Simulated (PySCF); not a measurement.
What does the PBE0-D3(BJ)/def2-SVP structure of `C=C(C)[SiH2][SeH]` look like in three dimensions?

```
atom  x, y, z in Å
C1    -0.0889   -0.8551    1.5866
C2    -0.3307   -0.3266    0.3801
C3    -1.2925   -0.9416   -0.5976
Si4    0.5322    1.2520   -0.1688
Se5    2.0978    1.9987    1.3181
H6     0.6100   -0.3885    2.2887
H7    -0.5886   -1.7738    1.9179
H8    -1.7380   -1.8663   -0.1996
H9    -0.7946   -1.1846   -1.5513
H10   -2.1137   -0.2465   -0.8421
H11    1.1570    1.0337   -1.5104
H12   -0.4409    2.3804   -0.2877
H13    3.0155    0.8859    1.0266
```

Any rigid rotation of these coordinates is as good. Atoms count from 1 in this order. The C–C distances run from 1.339 Å (C1=C2, drawn double) to 1.503 Å (C2–C3, drawn single), a spread of 0.164 Å. Of the pairs four or more bonds apart, Se5···H6 is among the closest relative to their van der Waals radii: 2.98 Å, 96 % of the sum of Bondi's values. Si4 (SiH2 silicon) is distorted tetrahedral (angles from 104.5° to 113.5°).

Bonds between heavy atoms (Å): C1=C2 1.339, C2–C3 1.503, C2–Si4 1.881, Si4–Se5 2.285.

The calculation used PBE0-D3(BJ)/def2-SVP geometry optimisation, gas phase (PySCF).

PBE0-D3(BJ)/def2-SVP frequencies: not computed here. One conformer, not necessarily the lowest (C1–C2–Si4–Se5 5°, C2–Si4–Se5–H 70°).
